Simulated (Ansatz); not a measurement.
Frontier orbitals of CH5FInN (`C[NH][InH][F]`).

| atom | x (Å) | y (Å) | z (Å) |
| --- | --- | --- | --- |
| C1 | 0.8537 | 0.8528 | 0.5156 |
| N2 | 0.5197 | -0.4885 | 0.0875 |
| In3 | -1.2182 | -1.0384 | -0.6956 |
| F4 | -2.3002 | 0.5996 | -0.7245 |
| H5 | 1.1037 | 0.8951 | 1.5830 |
| H6 | 1.7018 | 1.2667 | -0.0439 |
| H7 | 0.0014 | 1.5148 | 0.3535 |
| H8 | 1.2651 | -1.1536 | 0.2098 |
| H9 | -1.9272 | -2.4487 | -1.2853 |

Total charge 0; spin multiplicity 1. Correlated methods include outer-core shells of In, which these sets cover unevenly. In: def2 effective core potential. The geometry is a stationary point of PBE0-D4/def2-TZVP. It is one conformer, not always the lowest. Basis def2-TZVPP, Ansatz 0.2.0.

```
functional  HOMO (eV)  LUMO (eV)  gap (eV)
       PBE      -5.43      -1.66      3.77
      BLYP      -5.34      -1.66      3.68
    r2SCAN      -5.65      -1.38      4.27
      PBE0      -6.69      -0.99      5.70
     B3LYP      -6.51      -1.28      5.23
   r2SCAN0      -6.86      -0.81      6.05
     BHLYP      -7.93      -0.44      7.49
   LC-ωPBE      -9.44       0.82     10.26
   ωB97M-V      -9.01       0.37      9.38
```

A quarter of exact exchange (PBE0) shifts PBE's HOMO by −1.27 eV and its LUMO by +0.67 eV; full exchange at long range (ωB97M-V) shifts them by −3.58 and +2.03 eV. The gap opens from 3.76 to 9.38 eV, since occupied levels lose self-interaction and empty ones feel all the electrons. A positive LUMO is unbound and depends on the basis.

B3LYP here is the variant with VWN-RPA as its local correlation; programs differ in this. LC-ωPBE has ω = 0.4 bohr⁻¹.
